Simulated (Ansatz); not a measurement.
`N#[C][GeH3]` and `BC#N` differ in one atom or group.

Ansatz, PBE0-D4/def2-TZVP geometries, multiplicity 1. 

Scalar relativity is left out up to krypton.

```tsv
property	`N#[C][GeH3]`
HOMO energy (ωB97M-V/def2-TZVPP) / eV	-11.99
HOMO energy (PBE0/def2-TZVPP) / eV	-9.71
LUMO energy (ωB97M-V/def2-TZVPP) / eV	1.82
HOMO energy (B3LYP/def2-TZVPP) / eV	-9.46
size of the dipole moment (ωB97M-V/def2-TZVPP) / D	3.92
HOMO energy (PBE/def2-TZVPP) / eV	-8.38
```

Task: What does the change do to each property? (Best estimate.)

Result: The calculation gave: 
| property | `BC#N` | shift |
| --- | --- | --- |
| HOMO energy (ωB97M-V/def2-TZVPP) / eV | -12.04 | -0.05 |
| HOMO energy (PBE0/def2-TZVPP) / eV | -9.75 | -0.04 |
| LUMO energy (ωB97M-V/def2-TZVPP) / eV | -1.27 | -3.09 |
| HOMO energy (B3LYP/def2-TZVPP) / eV | -9.52 | -0.06 |
| size of the dipole moment (ωB97M-V/def2-TZVPP) / D | 2.76 | -1.16 |
| HOMO energy (PBE/def2-TZVPP) / eV | -8.40 | -0.02 |

The zero-point energy changes by -8.9 kJ/mol with -3 modes. Dipoles are sizes alone; their direction can turn.

B3LYP here is the variant with VWN-RPA as its local correlation; programs differ in this.
